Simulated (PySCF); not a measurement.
Atom-mapped SMILES (the numbers label the heavy atoms): `[CH3:1][CH:2]([CH3:3])[C@@H:4]1[SiH2:5][C@H:6]1[F:7]`. Hydrogens are named by the atom that carries them. Ha(Si5) is cis to C2 on the ring; Hb(Si5) is trans to C2 on the ring.

PySCF calculation with shieldings: GIAO PBE0/pcSseg-1 and geometry: GFN2-xTB; one conformer, averaged over atoms made equivalent by symmetry, fast rotation or ring inversion, no solvent, non-relativistic Hamiltonian.

Problem. Predict the 2D correlation tables (HSQC, COSY, HMBC).

Solution. 

HSQC (one-bond C–H):
```
          δH         δC
5.03 (H(C6))  83.9 (C6)
1.32 (H(C3))  25.1 (C3)
1.13 (H(C4))  32.1 (C4)
1.11 (H(C1))  26.4 (C1)
0.69 (H(C2))  33.5 (C2)
```

COSY cross peaks (H two or three bonds apart, from the bond graph; peaks can be absent where the dihedral angle is near 90°):
```
            δH              δH
  5.03 (H(C6))  3.04 (Hb(Si5))
  5.03 (H(C6))  2.49 (Ha(Si5))
  5.03 (H(C6))    1.13 (H(C4))
3.04 (Hb(Si5))  2.49 (Ha(Si5))
3.04 (Hb(Si5))    1.13 (H(C4))
2.49 (Ha(Si5))    1.13 (H(C4))
  1.32 (H(C3))    0.69 (H(C2))
  1.13 (H(C4))    0.69 (H(C2))
  1.11 (H(C1))    0.69 (H(C2))
```

HMBC (two and three bonds, from the bond graph):
```
            δH                                          δC
  5.03 (H(C6))                        33.5 (C2), 32.1 (C4)
3.04 (Hb(Si5))             83.9 (C6), 33.5 (C2), 32.1 (C4)
2.49 (Ha(Si5))             83.9 (C6), 33.5 (C2), 32.1 (C4)
  1.32 (H(C3))             33.5 (C2), 32.1 (C4), 26.4 (C1)
  1.13 (H(C4))  83.9 (C6), 33.5 (C2), 26.4 (C1), 25.1 (C3)
  1.11 (H(C1))             33.5 (C2), 32.1 (C4), 25.1 (C3)
  0.69 (H(C2))  83.9 (C6), 32.1 (C4), 26.4 (C1), 25.1 (C3)
```

Shifts are taken against calculated references (same method and geometry level): TMS for ¹H and ¹³C.

Short H···H contacts in this conformer between protons four or more bonds apart (candidates for NOE cross peaks, intensity ∝ r⁻⁶): H(C2)···H(C6) 2.53 Å, H(C1)···H(C3) 2.55 Å, H(C3)···H(C4) 2.55 Å, H(C1)···H(C4) 2.64 Å, H(C3)···H(C6) 2.68 Å.

Shifts are as computed. Against solution values, carbons near 30 ppm lie about +3 ppm off and those near 130 ppm about +5 ppm. Of 1309 compounds with measured shifts, 239 miss one by over three times the rms of a fit or turn the order of signals round; such compounds aren't used in these exercises.
